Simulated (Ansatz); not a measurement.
Ansatz (a first-principles code) input (SVWN5/6-31G*):

Ansatz 0.2 input:
```yaml
crystal:
  periodic: [false, false, false]
  atoms:
    - {symbol: C, position_ang: [2.01962942, 0.03654930, -0.25219718]}
    - {symbol: C, position_ang: [0.84107937, -0.24744500, 0.00776197]}
    - {symbol: C, position_ang: [-0.56243470, -0.49639828, 0.27901808]}
    - {symbol: O, position_ang: [-1.41500704, 0.62914212, -0.10445646]}
    - {symbol: H, position_ang: [-0.75143795, -0.68065096, 1.34701849]}
    - {symbol: H, position_ang: [-0.94041737, -1.37362502, -0.26678270]}
    - {symbol: H, position_ang: [-0.77773291, 1.26490288, -0.45208132]}
basis:
  gaussian:
    orbitals: 6-31G*
hamiltonian:
  xc: {name: SVWN5}
total_charge: -1
output: {forces: true}
```

Output:

```
Functional definition: SVWN5
integrals: 0.02 GiB planned
756 factors; their error is unknown
mean field: 0.13 GiB planned
mean field evaluation 1: about -5153.3950 eV, gradient 4.6e1 eV
mean field evaluation 2: about -5074.1922 eV, gradient 1.2e2 eV
mean field evaluation 4: about -5158.7396 eV, gradient 1.4e1 eV
mean field evaluation 8: about -5159.3637 eV, gradient 3.6e-1 eV
mean field evaluation 16: about -5159.3215 eV, gradient 4.2e-5 eV
mean field -5159.32151256 eV, -189.6015684728 hartree, gradient 4.2e-5 eV, S^2 0.000000; 0 other end points of the search recorded, 0 dependent functions left out
the calculation of the forces begins
reference -5159.32153343 eV, -189.6015692400 hartree; 15, 15 occupied and 51, 51 virtual orbitals, 756 factors
Total energy: -5159.32153343 eV, -189.6015692400 hartree
Atom 0 at     2.019629     0.036549    -0.252197 Å, force     1.573252     0.379424    -0.347158 eV/Å
Atom 1 at     0.841079    -0.247445     0.007762 Å, force    -1.808279    -0.342096     0.358651 eV/Å
Atom 2 at    -0.562435    -0.496398     0.279018 Å, force     0.442154     1.074384    -0.513123 eV/Å
Atom 3 at    -1.415007     0.629142    -0.104456 Å, force    -0.547619    -0.799219     0.407316 eV/Å
Atom 4 at    -0.751438    -0.680651     1.347018 Å, force    -0.156360    -0.163345     0.544699 eV/Å
Atom 5 at    -0.940417    -1.373625    -0.266783 Å, force    -0.245547    -0.490387    -0.216919 eV/Å
Atom 6 at    -0.777733     1.264903    -0.452081 Å, force     0.742400     0.341237    -0.233466 eV/Å
Dipole moment:    -1.183829    -0.042988     0.157088 e Å
```

The dipole moment of an ion depends on the origin.

The geometry given is a B3LYP-D3(BJ)/def2-TZVP minimum.
